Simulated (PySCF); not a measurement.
Species: C7H11N.
SMILES with atom numbers: `[CH2:1]=[N:2][C@@:3]12[CH2:4][CH2:5][CH2:6][C@@H:7]1[CH2:8]2` (hydrogens: H9, H10 on C1; H11, H12 on C4; H13, H14 on C5; H15, H16 on C6; H17 on C7; H18, H19 on C8)

The geometry is computed with GFN2-xTB (gas phase).

**Question.** List the bond lengths, angles and torsions at this level.

**Answer.** 
| bond | length (Å) |
| --- | --- |
| C1=N2 | 1.256 |
| N2–C3 | 1.395 |
| C3–C4 | 1.523 |
| C4–C5 | 1.533 |
| C5–C6 | 1.536 |
| C6–C7 | 1.511 |
| C7–C8 | 1.491 |
| C3–C7 | 1.519 |
| C3–C8 | 1.515 |
| C1–H9 | 1.080 |
| C1–H10 | 1.093 |
| C4–H11 | 1.091 |
| C4–H12 | 1.093 |
| C5–H13 | 1.090 |
| C5–H14 | 1.090 |
| C6–H15 | 1.092 |
| C6–H16 | 1.091 |
| C7–H17 | 1.079 |
| C8–H18 | 1.078 |
| C8–H19 | 1.079 |

A selection of angles:
| angle | degrees |
| --- | --- |
| C1–N2–C3 | 123.8 |
| N2–C3–C4 | 123.7 |
| N2–C3–C7 | 118.2 |
| N2–C3–C8 | 114.9 |
| C4–C3–C7 | 107.6 |
| C4–C3–C8 | 116.2 |
| C7–C3–C8 | 58.9 |
| C3–C4–C5 | 105.0 |
| C4–C5–C6 | 105.8 |
| C5–C6–C7 | 104.9 |
| C6–C7–C8 | 117.6 |
| C3–C7–C6 | 108.1 |
| C3–C7–C8 | 60.4 |
| C3–C8–C7 | 60.7 |

Dihedral angles: C1–N2–C3–C4 8° (synperiplanar); N2–C3–C4–C5 160° (antiperiplanar); C3–C4–C5–C6 -28° (synperiplanar); C4–C5–C6–C7 29° (synperiplanar); C5–C6–C7–C8 47° (synclinal); C6–C7–C8–C3 -96° (anticlinal); N2–C3–C7–C6 -144° (anticlinal); N2–C3–C8–C7 -109° (anticlinal).

Of the pairs four or more bonds apart, C5···H18 is among the closest relative to their van der Waals radii: 2.68 Å, 92 % of the sum of Bondi's values. The 3-membered ring C3–C7–C8 has internal angles of 58.9° to 60.7°. The C–C distances run from 1.491 Å (C7–C8, drawn single) to 1.536 Å (C5–C6, drawn single), a spread of 0.045 Å. The 2 C–N bonds span 1.256 Å (C1=N2, drawn double) to 1.395 Å (N2–C3, drawn single), a spread of 0.139 Å. The 5-membered ring C3–C4–C5–C6–C7 has internal angles of 104.9° to 108.1° (sum 531°, against 540° for a flat polygon); it is puckered, 0.13 Å rms from its mean plane, widest ring torsion 29°.

Point group: C1 (no symmetry element, even within 0.4 Å). No frequency check. The numbers are those of one conformer.
